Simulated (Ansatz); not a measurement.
A nudged elastic band was laid between two geometries of CH5AlF2S (10 atoms, charge 0, multiplicity 1).

These are results of Ansatz, UKS PBE-D4/6-31G*, not measurements.

```json
{
 "movable images": "7",
 "climbing image": "yes",
 "spring": "5.0 eV/Å²",
 "optimiser": "quadratic models (default)",
 "start path": "through a guess of the saddle point",
 "force threshold": "0.03 eV/Å",
 "iteration limit": "60",
 "end points": "relaxed"
}
```

First end point:

```xyz
10
Properties=species:S:1:pos:R:3
Al -1.047 -0.010 -0.165
C 0.380 -1.327 -0.426
F -1.679 0.803 -1.494
F -2.076 -0.154 1.157
H 1.248 2.070 -0.113
S 0.214 2.031 0.768
H 0.900 -1.566 0.519
H -0.032 -2.275 -0.814
H 1.135 -0.982 -1.154
H 0.956 1.410 1.723
```

Last end point:

```xyz
10
Properties=species:S:1:pos:R:3
Al -1.070 0.770 0.067
C 0.864 -1.118 -0.551
F -1.461 0.799 -1.548
F -1.838 -0.319 1.073
H 1.263 -0.113 -0.313
S 0.061 2.435 0.931
H 1.673 -1.837 -0.353
H 0.018 -1.400 0.103
H 0.562 -1.165 -1.606
H -0.071 1.948 2.196
```

**Question.** What changes between the two ends?

**Answer.** Bonds broken: Al1–C2, H5–S6. Bonds formed: C2–H5. CH5AlF2S becomes AlF2HS + CH4.

**Question.** Give the energies along the band, and the barrier.

**Answer.** It converged. The highest image is number 4 of 0 to 8, 14.9 kcal/mol above the first end and 32.7 kcal/mol above the last; the last end lies 17.8 kcal/mol below the first. A vibrational analysis at the climbing image gives one clearly imaginary mode, 896i cm⁻¹: a first-order saddle point. The orbitals stay closed-shell, which can raise the energy where a bond breaks towards radicals; this wasn't checked here.

```csv
image,path coordinate (Å),energy (kcal/mol),Al1–C2 (Å),H5–S6 (Å),C2–H5 (Å)
0,0.00,0.0,1.96,1.36,3.52
1,0.64,0.2,1.96,1.36,3.30
2,1.29,0.8,1.96,1.36,2.87
3,1.93,5.9,1.97,1.37,2.20
4,2.58,14.9,2.07,1.61,1.60
5,3.26,-8.9,2.41,2.24,1.15
6,3.95,-16.5,2.71,2.75,1.11
7,4.64,-17.5,2.76,2.94,1.11
8,5.33,-17.8,2.77,3.08,1.11
```

**Question.** What is the geometry of the highest image?

**Answer.** 
```xyz
10
Properties=species:S:1:pos:R:3
Al -1.007 0.308 -0.092
C 0.569 -0.987 -0.430
F -1.785 0.705 -1.513
F -1.899 -0.129 1.251
H 0.841 0.509 0.059
S 0.549 2.019 0.519
H 1.197 -1.394 0.379
H -0.165 -1.796 -0.653
H 1.171 -0.873 -1.346
H 0.528 1.636 1.826
```

**Question.** What are the harmonic wavenumbers there?

**Answer.** 896i, 78, 115, 172, 187, 235, 301, 309, 425, 532, 550, 691, 725, 821, 921, 1142, 1235, 1437, 1460, 1500, 2618, 2921, 3042, 3099 cm⁻¹.

The run took 7.3 min on 2 threads of Arm Neoverse V1, on a shared host, peak memory 0.17 GiB.
